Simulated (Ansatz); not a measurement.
Ansatz (a quantum-chemistry and plane-wave program) input (r2SCAN/def2-TZVPD):

Ansatz 0.2 input:
```yaml
crystal:
  periodic: [false, false, false]
  atoms:
    - {symbol: C, position_ang: [-0.07353576, -2.30902151, 0.43568013]}
    - {symbol: Si, position_ang: [0.68115316, -0.98115608, -0.66123039]}
    - {symbol: C, position_ang: [2.31470578, -0.37499435, 0.03506022]}
    - {symbol: Si, position_ang: [-0.77124626, 0.85946212, -0.82481923]}
    - {symbol: Cl, position_ang: [-1.07060914, 1.60260299, 1.10841154]}
    - {symbol: H, position_ang: [0.61424353, -3.15182074, 0.54178042]}
    - {symbol: H, position_ang: [-0.27944899, -1.90864414, 1.42985057]}
    - {symbol: H, position_ang: [-1.00988758, -2.68340077, 0.01991625]}
    - {symbol: H, position_ang: [0.86763747, -1.50318840, -2.04121440]}
    - {symbol: H, position_ang: [2.77783988, 0.36097565, -0.62361443]}
    - {symbol: H, position_ang: [2.16304238, 0.09196619, 1.01008671]}
    - {symbol: H, position_ang: [3.01163209, -1.20642146, 0.16148334]}
    - {symbol: H, position_ang: [-2.13042029, 0.56409335, -1.36103211]}
basis:
  gaussian:
    orbitals: def2-TZVPD
hamiltonian:
  xc: {name: r2SCAN}
magnetization: {spin_polarized: true, initial_magnetization: 1}
output: {forces: true}
```

End of the output:

```
integrals: 0.30 GiB planned
1586 factors; their error is unknown
0.46 GiB of the device are held for the grids
1.87 GiB of device memory are held for the factors and their scratch space
mean field: 1.98 GiB planned
mean field evaluation 1: about -30468.1643 eV, gradient 5.4e1 eV
mean field evaluation 2: about -30444.2126 eV, gradient 7.5e1 eV
mean field evaluation 4: about -30481.2823 eV, gradient 5.4e0 eV
mean field evaluation 8: about -30481.4448 eV, gradient 2.8e-1 eV
mean field evaluation 16: about -30481.4050 eV, gradient 9.8e-4 eV
mean field -30481.40499876 eV, -1120.1709726661 hartree, gradient 8.0e-5 eV, S^2 0.756360; 0 other end points of the search recorded, 0 dependent functions left out
the calculation of the forces begins
reference -30481.40502580 eV, -1120.1709736598 hartree; 33, 32 occupied and 245, 246 virtual orbitals, 1586 factors
Total energy: -30481.40502580 eV, -1120.1709736598 hartree
Atom 0 at    -0.073536    -2.309022     0.435680 Å, force     0.027820     0.074612    -0.067214 eV/Å
Atom 1 at     0.681153    -0.981156    -0.661230 Å, force     0.005848     0.058218     0.116971 eV/Å
Atom 2 at     2.314706    -0.374994     0.035060 Å, force    -0.079674    -0.032360    -0.045284 eV/Å
Atom 3 at    -0.771246     0.859462    -0.824819 Å, force     0.023296    -0.014806     0.187987 eV/Å
Atom 4 at    -1.070609     1.602603     1.108412 Å, force     0.019946    -0.032210    -0.143756 eV/Å
Atom 5 at     0.614244    -3.151821     0.541780 Å, force     0.027937    -0.025622     0.000871 eV/Å
Atom 6 at    -0.279449    -1.908644     1.429851 Å, force    -0.006762     0.006192     0.041924 eV/Å
Atom 7 at    -1.009888    -2.683401     0.019916 Å, force    -0.030262    -0.017939    -0.008720 eV/Å
Atom 8 at     0.867637    -1.503188    -2.041214 Å, force     0.011337    -0.033553    -0.076291 eV/Å
Atom 9 at     2.777840     0.360976    -0.623614 Å, force     0.018809     0.021708    -0.018578 eV/Å
Atom 10 at     2.163042     0.091966     1.010087 Å, force     0.001804     0.015090     0.039108 eV/Å
Atom 11 at     3.011632    -1.206421     0.161483 Å, force     0.024178    -0.030554     0.006543 eV/Å
Atom 12 at    -2.130420     0.564093    -1.361032 Å, force    -0.044276     0.011225    -0.033559 eV/Å
Dipole moment:     0.216506    -0.313960    -0.087271 e Å
```

It need not be the lowest isomer of its formula.
